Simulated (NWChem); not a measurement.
AsH, triplet; SMILES [AsH]

```xyz
2

As     0.0000     0.0000    -0.0528
H      0.0000     0.0000     1.4782
```
Atoms are numbered in this order, from 1.

Program: NWChem. Spin-unrestricted. Coordinates come from a PBE0-D3(BJ)/def2-TZVP, spin-unrestricted optimisation. No stability test was run on the SCF state. Vertical excitations in the gas phase; the lowest state need not have the same character in each row. Excited states of an open shell can be spin-contaminated.

```
level                    lowest excitation (eV)  oscillator strength of that lowest state  lowest state with f > 0.02 (eV)  oscillator strength of that bright state  lowest empty minus highest occupied level, either spin (eV)
-----------------------  ----------------------  ----------------------------------------  -------------------------------  ----------------------------------------  -----------------------------------------------------------
PBE/def2-SVP, TDA                          3.90                                     0.009                             9.86                                     0.102                                                         2.00
B3LYP/def2-SVP, TDA                        3.87                                     0.010                            10.01                                     0.125                                                         3.38
CAM-B3LYP/def2-SVP, TDA                    3.83                                     0.010                            10.15                                     0.144                                                         6.36
```
